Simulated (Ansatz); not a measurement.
Relaxation of AlClH3NO (7 atoms, charge 0, multiplicity 1), to a largest force component of 0.015 eV/Å in at most 40 steps.

Level of theory: RKS PBE-D4/def2-SVP in Ansatz 0.2.0.

```xyz
7
Properties=species:S:1:pos:R:3
N -0.330 1.340 0.186
Al 0.094 -0.418 -0.255
O 1.761 -1.021 0.079
Cl -1.323 -1.757 -1.163
H -0.711 1.820 -0.729
H -1.199 1.350 0.818
H 1.770 -1.382 1.018
```

Problem. Where does it end, and by what steps?

Solution. The forces met the threshold. After 13 steps the energy has fallen by 0.731 eV; H5 moved furthest, 1.37 Å.

| step | energy less start (eV) | largest force component (eV/Å) | accepted |
| --- | --- | --- | --- |
| 0 | 0.0000 | 1.830 | yes |
| 1 | -0.1990 | 1.111 | yes |
| 2 | -0.3062 | 0.754 | yes |
| 3 | -0.3954 | 0.291 | yes |
| 4 | -0.4113 | 1.503 | yes |
| 5 | -0.5285 | 0.609 | yes |
| 6 | -0.6118 | 0.299 | yes |
| 7 | -0.6636 | 0.602 | yes |
| 8 | -0.7094 | 0.263 | yes |
| 9 | -0.7195 | 0.197 | yes |
| 10 | -0.7294 | 0.089 | yes |
| 11 | -0.7297 | 0.132 | yes |
| 12 | -0.7305 | 0.058 | yes |
| 13 | -0.7306 | 0.005 | yes |

```xyz
7
Properties=species:S:1:pos:R:3
N -0.558 1.105 0.069
Al -0.083 -0.587 -0.164
O 1.466 -1.234 0.165
Cl -1.517 -1.941 -0.907
H 0.034 1.860 0.419
H -1.495 1.457 -0.137
H 2.215 -0.727 0.510
```

Whether the end is a true minimum wasn't checked by a vibrational analysis.

Time of the run: 39 s on 1 thread of Arm Neoverse V1 (shared host), peak memory 0.14 GiB.
